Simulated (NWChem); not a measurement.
Molecule: BeH₂; SMILES [BeH2]

Program: NWChem. Pople sets run with spherical d functions. STO-3G and 3-21G are far too small for this property and stand as cheap habits. Coordinates come from a PBE0/def2-SVP optimisation. Vertical excitations in the gas phase; the lowest state need not have the same character in each row.

```json
[
 {"level": "PBE/3-21G, TDA", "basis functions": "13", "lowest excitation, singlet (eV)": "6.07", "oscillator strength of that lowest state": "0.000", "lowest state with f > 0.02, singlet (eV)": "7.91", "oscillator strength of that bright state": "0.509", "orbital gap (eV)": "5.96"},
 {"level": "PBE/6-31G*, TDA", "basis functions": "18", "lowest excitation, singlet (eV)": "…", "oscillator strength of that lowest state": "0.000", "lowest state with f > 0.02, singlet (eV)": "7.90", "oscillator strength of that bright state": "…", "orbital gap (eV)": "…"},
 {"level": "PBE/6-31+G*, TDA", "basis functions": "22", "lowest excitation, singlet (eV)": "5.95", "oscillator strength of that lowest state": "0.000", "lowest state with f > 0.02, singlet (eV)": "7.56", "oscillator strength of that bright state": "0.408", "orbital gap (eV)": "5.86"},
 {"level": "PBE/def2-SVP, TDA", "basis functions": "19", "lowest excitation, singlet (eV)": "5.95", "oscillator strength of that lowest state": "0.000", "lowest state with f > 0.02, singlet (eV)": "7.65", "oscillator strength of that bright state": "0.474", "orbital gap (eV)": "5.83"},
 {"level": "PBE/def2-SVPD, TDA", "basis functions": "28", "lowest excitation, singlet (eV)": "5.91", "oscillator strength of that lowest state": "0.000", "lowest state with f > 0.02, singlet (eV)": "7.42", "oscillator strength of that bright state": "0.329", "orbital gap (eV)": "5.80"},
 {"level": "PBE/def2-TZVP, TDA", "basis functions": "31", "lowest excitation, singlet (eV)": "6.00", "oscillator strength of that lowest state": "0.000", "lowest state with f > 0.02, singlet (eV)": "7.63", "oscillator strength of that bright state": "0.381", "orbital gap (eV)": "5.88"},
 {"level": "PBE/aug-cc-pVDZ, TDA", "basis functions": "41", "lowest excitation, singlet (eV)": "5.95", "oscillator strength of that lowest state": "0.000", "lowest state with f > 0.02, singlet (eV)": "7.49", "oscillator strength of that bright state": "0.310", "orbital gap (eV)": "5.83"},
 {"level": "PBE/def2-TZVPD, TDA", "basis functions": "40", "lowest excitation, singlet (eV)": "5.95", "oscillator strength of that lowest state": "0.000", "lowest state with f > 0.02, singlet (eV)": "7.48", "oscillator strength of that bright state": "0.318", "orbital gap (eV)": "5.83"}
]
```

Q: What belongs in the gaps?

A: 
- PBE/6-31G*, TDA, lowest excitation, singlet (eV): 6.12
- PBE/6-31G*, TDA, oscillator strength of that bright state: 0.447
- PBE/6-31G*, TDA, orbital gap (eV): 6.01
